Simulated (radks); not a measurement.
Question: Radial electron density D(r) = 4 pi r^2 rho(r) of an atom or ion with 27 electrons. All-electron calculation, scalar-relativistic Kohn-Sham, SCAN, spin-polarised, spherical densities, finite nucleus; meta-GGA in the generalised Kohn-Sham scheme; Fermi nuclear charge, rms radius of each element as measured or else 0.836 A^(1/3) + 0.57 fm. Program: a radial shooting solver on a logarithmic mesh with Libxc functionals.

```
   r/bohr * D(r) (the largest magnitude, 54.7, reaches the edge; | marks zero)
 0.001523 |*
 0.001921 | *
 0.002403 |  *
  0.00303 |   *
 0.003791 |     *
 0.004743 |       *
 0.005981 |           *
 0.007483 |               *
 0.009437 |                     *
  0.01181 |                           *
  0.01489 |                                  *
  0.01863 |                                        *
  0.02349 |                                            *
  0.02939 |                                             *
  0.03677 |                                           *
  0.04637 |                                       *
  0.05801 |                                     *
  0.07316 |                                        *
  0.09153 |                                               *
   0.1154 |                                                      *
   0.1444 |                                                     *
   0.1821 |                                           *
   0.2278 |                                 *
    0.285 |                               *
   0.3595 |                                   *
   0.4497 |                                    *
   0.5672 |                           *
   0.7096 |              *
   0.8948 |    *
    1.119 |*
    1.412 *
    1.766 *
```

What is the nuclear charge?

Answer: Z = 37. The innermost maximum, from 1s, lies near gamma/Z bohr with gamma = sqrt(1 - (Z/c)^2) = 0.963, here 0.026 bohr (found: 0.0282), and its height grows with Z. The density is that of the rubidium ion Rb10+ in [Ar] 3d9; the configuration itself is not fixed sharply by these data, and Z only to a few units. D(r) has 3 maxima, at r = 0.0282, 0.126, 0.412 bohr, and minima at 0.0580, 0.267 bohr, inside which lie 2.05, 11.12 electrons.
